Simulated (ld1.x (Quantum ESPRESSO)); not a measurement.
# cerium (Ce): one change to a TM semilocal potential, before and after

```json
{"Element": "cerium (Ce)", "Generator": "ld1.x (Quantum ESPRESSO) 7.5", "Type": "norm-conserving Troullier–Martins (semilocal form)", "Functional": "revPBE", "Relativity": "scalar-relativistic", "Frozen core": "[Xe]", "Valence charge": "4", "Reference configuration": "4f1 5d1.5 6s1.5 6p0", "Partial waves": "6s (bound): rc 3.55 bohr; 6p (bound, empty): rc 4.20 bohr; 5d (bound): rc 2.15 bohr; 4f (bound): rc 0.80 bohr", "Local potential": "the f channel", "Core correction": "Bessel-smoothed model core inside 0.65 bohr"}
```

Change: all radii but the core radius scaled by about 1.25 (s 4.44, p 5.26, d 2.68, f 1.00 bohr).

Cutoffs: the cutoffs (Ry, on a coarse ladder) from which the occupation-weighted sum of valence levels, in a spherical-Bessel basis at the reference potential, stays within 10 and 1 mRy of its value at 400 Ry; they do not see the model core or the augmentation charge, which bear on the density cutoff. Errors are all-electron minus pseudo energies relative to the spin-unpolarised reference configuration.

**Question.** What does the change do?

**Answer.** The number of tests that count goes from 7 to 6; of the 6 tests that both files solve, the error grows in 2 and shrinks in 3 by more than 15 % and 0.3 meV (median size 38.8 → 45.4 meV); neither file shows a bound ghost at the reference potential, the only one tested. A semilocal file is local in each channel, so a ghost entry of none says nothing of the separable form that plane-wave codes build from it.

```csv
quantity,base,changed
"cutoffs, loose and tight",not determined,"260 Ry, 300 Ry"
bound ghosts,none,none
"tests counted (converged, no solver errors)",7 of 7,6 of 7
"error for 4f1 5d1 6s2 6p0, meV [ΔE -0.39 eV]",-15,-11
"error for 4f1 5d1 6s1 6p0, meV [ΔE 5.61 eV]",-15,-12
"error for 4f1 5d1 6s0 6p0, meV [ΔE 16.56 eV]",-71,-90
"error for 4f1 5d1 6s0 6p2, meV [ΔE 4.53 eV]",-63,-79
"error for 4f1 5d0 6s0 6p0, meV [ΔE 35.68 eV]",-475,-535
"error for 4f1 5d2 6s1 6p0, meV [ΔE 0.49 eV]",-13,-10
```

Base: These tests converged, but a pseudo level misses the all-electron one widely, so the file describes the atom poorly there or has found another state: 4f2 5d1 6s0 6p0: 4f by 1.3 eV. Changed file: Tests not counted: 4f2 5d1 6s0 6p0 (solver errors, printed error -60.1 eV).
